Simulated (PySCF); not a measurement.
A structure optimised at PBE-D3(BJ)/def2-SVP, used in a PySCF frequency run:

```xyz
11

O     -2.3692     0.0636     0.1684
C     -1.1192     0.0583    -0.4940
B      0.1659     0.0329     0.4034
F      0.0372     0.1952     1.7348
C      1.6271    -0.1197    -0.1729
F      1.6289    -0.2731    -1.5577
H     -2.2401     0.5112     1.0242
H     -0.9877     0.9301    -1.1970
H     -1.0738    -0.8162    -1.1855
H      2.2482     0.7675     0.1030
H      2.1355    -0.9959     0.2993
```

### Question
Write its SMILES and formula.

### Answer
OCB(F)CF, C₂H₅BF₂O

### Question
What are its rotational constants (standard atomic weights)?

### Answer
5.2668, 2.1948, 1.5819 GHz
